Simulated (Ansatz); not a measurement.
`[SiH3][SiH2][SiH2][GeH3]` → `[SiH2][GeH3]`• + `[SiH2][SiH3]`•  (homolysis of the Si–Si bond)

Gas-phase electronic energies from Ansatz, PBE0-D4/def2-TZVP geometries. CBS: MP2 limit from def2 TZ/QZ plus the TZ coupled-cluster correction, frozen cores. DFT in def2-TZVPP. B3LYP here is the variant with VWN-RPA as its local correlation; programs differ in this. No spin–orbit coupling; open shells (•) take unrestricted orbitals. For Ge outer-core shells are correlated without core-valence functions, which leaves a few kJ/mol of doubt a bond. Scalar relativity is left out up to krypton. Each species was taken in one conformer, which may not be the lowest.

CCSD(T)/CBS gives +3.37 eV.

Another level gave +3.21 eV. Which?
A. BHLYP-D4/def2-TZVPP
B. B3LYP/def2-TZVPP
C. revPBE-D4/def2-TZVPP
D. CAM-B3LYP/def2-TZVPP

A. BHLYP-D4 3.21, CAM-B3LYP 3.07, B3LYP 2.98, revPBE-D4 3.12 eV.

Largest T1 diagnostic among the species: 0.015.

The D4 term adds +0.20 eV with B3LYP and +0.11 eV with PBE0; it sums over pairs of atoms, weighted by their polarisabilities, and B3LYP, whose exchange is more repulsive, gets the larger term. At CCSD(T), def2-SVP lies −0.27 eV from the extrapolated value and def2-TZVPP −0.13 eV: correlation converges slowly with the basis, and small sets miss more of it in the bonded molecule than in its fragments. In def2-TZVPP, CCSD(T) changes the Hartree–Fock value by +0.95 eV (the triples alone add +0.09 eV) and MP2 by +1.01 eV; breaking electron pairs costs correlation energy, which Hartree–Fock lacks.
